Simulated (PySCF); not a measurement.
Nuclear quadrupole coupling in 4-ethylpyridine 1-oxide

Species: 4-ethylpyridine 1-oxide, C7H9NO.
Z-matrix (Å and degrees, GFN2-xTB geometry), rows numbered from 1:
```
C 
C   1  1.5309
C   2  1.4981  1  110.45
C   3  1.3917  2  121.73  1    88.66
C   4  1.3733  3  120.81  2  -177.94
N   5  1.3540  4  121.90  3     0.23
O   6  1.2552  5  120.95  4  -179.92
C   6  1.3539  5  118.08  4     0.00
C   8  1.3733  6  121.90  5    -0.09
H   1  1.0872  2  110.39  3  -179.99
H   1  1.0876  2  110.37  3    59.89
H   1  1.0877  2  110.37  3   -59.86
H   2  1.0916  1  109.24  3   120.83
H   2  1.0916  1  109.25  3  -120.82
H   4  1.0793  3  120.31  2     2.16
H   5  1.0791  4  122.98  3  -179.64
H   8  1.0791  6  115.07  5  -179.99
H   9  1.0793  3  120.34  2    -2.32
```

Field gradients from the PBE0/pcSseg-1 density (PySCF, non-relativistic), principal values in atomic units, ordered |Vxx| ≤ |Vyy| ≤ |Vzz|:

| atom | Vxx | Vyy | Vzz |
| --- | --- | --- | --- |
| N6 | -0.0084 | -0.1652 | 0.1736 |
| O7 | -0.4497 | -2.1030 | 2.5527 |

Question: Find the asymmetry η = (Vxx − Vyy)/Vzz and the couplings χ = eQV/h (234.96 MHz × Q in barn × V in au), with Q(14N) = 0.02044 b, Q(17O) = −0.0256 b.

Answer: 
```tsv
atom	environment	nucleus	η	χzz (MHz)	χxx (MHz)	χyy (MHz)
N6	N-oxide nitrogen	14N	0.90	0.834	-0.040	-0.793
O7	N-oxide oxygen	17O	0.65	-15.35	2.70	12.65
```

At N6 η is above 0.9: Vyy and Vzz are nearly equal in size and opposite in sign, so a small change could swap them and flip the sign of χzz. 

Question: What is Vzz at O7 in SI units (1 au = 9.71736 × 10²¹ V/m²)?

Answer: 2.5527 au = 24.806 × 10²¹ V/m².

Question: What couplings would deuterons (Q(2H) = 0.00286 b) have in place of the hydrogens, at this geometry?

Answer: 
```tsv
atom	bonded to	bond length (Å)	Vzz (au)	η	χzz (kHz)
H10	C1	1.087	0.3160	0.02	212
H11	C1	1.088	0.3137	0.03	211
H12	C1	1.088	0.3136	0.03	211
H13	C2	1.092	0.3032	0.02	204
H14	C2	1.092	0.3032	0.02	204
H15	C4	1.079	0.3264	0.07	219
H16	C5	1.079	0.3219	0.09	216
H17	C8	1.079	0.3220	0.09	216
H18	C9	1.079	0.3265	0.07	219
```

Isolated species at its GFN2-xTB geometry (one conformer only). GFN2-xTB bond lengths can be off by several hundredths of an ångström, more for odd bonds, and the gradients follow them. The basis is small and wasn't made for field gradients, so the couplings can be 20 % off.
